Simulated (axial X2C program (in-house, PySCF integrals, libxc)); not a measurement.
**Potential curves of NaBr, with spin–orbit coupling**

Computed with an in-house relativistic program for diatomic molecules. Two-component (2c) means X2C with spin–orbit coupling and atomic mean-field two-electron Coulomb and Gaunt terms. Basis: Br dyall-cv3z [8s9p6d4f1g], Na dyall-cv3z [9s8p5d2f] (cores contracted in-house); Gaussian nuclei, density fitting, unrestricted open shells. Masses: Br 78.918 u, Na 22.990 u.

State: Ω = 0 (closed shell). Energies in cm⁻¹ from the fragments at the same level (Br + Na). Fits are polynomials in 1 − R0/R over 0.85 to 1.23 times the lowest point R0.

| R (Å) | MP2 |
| --- | --- |
| 2.1854 | -24856 |
| 2.2859 | -27264 |
| 2.3613 | -28336 |
| 2.4366 | -28936 |
| 2.5120 | -29174 |
| 2.5999 | -29103 |
| 2.6878 | -28757 |
| 2.8009 | -28026 |
| 2.9390 | -26855 |
| 3.1400 | -24870 |

Correlated methods: 8 electrons correlated (number of frozen shells: Br 3 s, 2 p, 1 d; Na 2 s, 1 p), 234 virtual spin orbitals or spinors in MP2.

The state is a single determinant with fixed occupations, the lowest that a limited PBE0 search found. Closed shells are restricted here (equal orbitals for both partners); the stretched side of such a curve lies too high. Dissociation energies refer to the lowest single-determinant-based atoms at the same level and basis. With the outer-core shells frozen, correlated bond lengths of heavy atoms tend to come out a few hundredths of an ångström too long. MP2 and coupled cluster on one determinant become unreliable at the stretched end.

What are Re, ωe and De at the MP2 level?

At MP2, 2c: Re = 2.536 Å, ωe ≈ 291 cm⁻¹, De = 3.62 eV to Br + Na; Be follows as 0.147 cm⁻¹.
